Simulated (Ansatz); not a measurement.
Two isomers of C4H9B: A = `BC(=C)CC`, B = `CCB1CC1`.

Calculated with Ansatz (gas phase, PBE0-D4/def2-TZVP geometries, no zero-point term in ΔE). CBS: MP2 limit from def2 TZ/QZ plus the TZ coupled-cluster correction, frozen cores. Functionals use def2-TZVPP. B3LYP here is the variant with VWN-RPA as its local correlation; programs differ in this. Each species was taken in one conformer, which may not be the lowest.

(1) Which is lower in electronic energy at CCSD(T)/CBS, and by how much? (An estimate is asked.)

(2) Give E(B) − E(A) in kcal/mol with B2PLYP, CCSD(T)/def2-TZVPP, HF/def2-TZVPP, ωB97M-V, MP2/def2-TZVPP, PBE-D4, B3LYP-D4. (An estimate is asked.)

Largest T1 diagnostic: 0.010.

Answers

(1) The calculation gave: A, by 4.7 kcal/mol.

(2) Computed: B2PLYP 4.5, CCSD(T)/def2-TZVPP 5.2, HF/def2-TZVPP 8.7, ωB97M-V 1.4, MP2/def2-TZVPP 3.4, PBE-D4 -0.4, B3LYP-D4 4.9. The order is the other way round with PBE-D4.

In def2-TZVPP, CCSD(T) changes the Hartree–Fock value by −3.5 kcal/mol (the triples alone add +0.6 kcal/mol) and MP2 by −5.3 kcal/mol. The D4 term adds +1.0 kcal/mol with B3LYP and +0.5 kcal/mol with PBE0; it sums over pairs of atoms, weighted by their polarisabilities, and B3LYP, whose exchange is more repulsive, gets the larger term.
